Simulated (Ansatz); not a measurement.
Ansatz (a quantum-chemistry and plane-wave program) input:

Ansatz 0.2 input:
```yaml
crystal:
  periodic: [false, false, false]
  atoms:
    - {symbol: Ge, position_ang: [0.00040522, -0.00202303, 0.78345312]}
    - {symbol: Cl, position_ang: [1.18921371, 1.36574987, -0.73446121]}
    - {symbol: Cl, position_ang: [-1.18997648, -1.36194181, -0.74027408]}
basis:
  gaussian:
    orbitals: def2-TZVP
hamiltonian:
  xc: b3lyp
  dispersion: d3bj
total_charge: -1
magnetization: {spin_polarized: true, initial_magnetization: 1}
phonons: {temperatures: {t_min: 298.15, t_max: 298.15, t_step: 100}}
```

Q: Which total energy does the run end on?

A: -2997.65372 Eh (B3LYP-D3(BJ)/def2-TZVP). The basis has 122 functions.
